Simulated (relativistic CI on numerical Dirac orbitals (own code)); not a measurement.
## Hyperfine structure of Mo16+, mass number 95

Calculated at this level of theory: Dirac-Coulomb-Breit CI, separate exchange-only KLI orbitals for each configuration, model QED, unscaled Slater integrals (own radial code, finite nucleus).

Configuration list (outside the closed core [Ne]): 3s²3p⁶3d⁸, 3s²3p⁵3d⁹, 3s²3p⁴3d¹⁰, 3s3p⁶3d⁹, 3p⁶3d¹⁰, 3s²3p⁶3d⁷4s, 3s²3p⁶3d⁷4p, 3s3p⁵3d¹⁰, 3s²3p⁶3d⁷4d, 3s²3p⁶3d⁶4s², 3s²3p⁶3d⁷4f, 3s²3p⁶3d⁶4s4p, 3s²3p⁵3d⁸4s, 3s²3p⁴3d⁹4s, 3s²3p⁶3d⁷5s, 3s²3p⁶3d⁶4p². Levels of other configurations are missing.

Nuclear spin I = 5/2, μ = -0.9132 μN, Q = -0.022 b (tables of Stone and Pyykkö). The electronic factors are computed for point nuclear moments, without core polarisation or the Bohr-Weisskopf and QED corrections.

```csv
Level,E (cm⁻¹),A (MHz),B (MHz)
3s²3p⁶3d⁸ ³F4,0,-1497,95.6
3s²3p⁶3d⁸ ³F3,24111,-2085,66.7
3s²3p⁶3d⁸ ³F2,27186,-2100,-20.9
3s²3p⁶3d⁸ ³P2,52015,-2032,-25.5
3s²3p⁶3d⁸ ³P1,72302,69.26,64.9
3s²3p⁶3d⁸ ¹D2,78644,-2588,-100
3s²3p⁶3d⁸ ¹G4,86010,-2251,367
3s²3p⁵3d⁹ ³F°4,1272569,-3850,1070
```

Levels with J = 0, under 50 % of one LS term, or S terms without an open s electron are left out. Small factors come from cancelling terms and can be off by tens of per cent or more.

At this charge energies of transitions that change n are usually good to better than 1 %, and those within a shell (Δn = 0) to a few per cent. Terms inside the open d or f shell come out 10 to 20 % too wide with unscaled integrals.

Question: Give the hyperfine levels of 3s²3p⁶3d⁸ ³F4 relative to its centre of gravity.

Answer: With K = F(F + 1) − I(I + 1) − J(J + 1), E = AK/2 + B[¾K(K + 1) − I(I + 1)J(J + 1)]/[2I(2I − 1)J(2J − 1)]: F = 3/2: 18760, F = 5/2: 14990, F = 7/2: 9722, F = 9/2: 2966, F = 11/2: -5263, F = 13/2: -14950 MHz.

LS names give the leading component of a level, which can be under half, so a name can repeat, a term be missing and a line seem to break the LS rules.
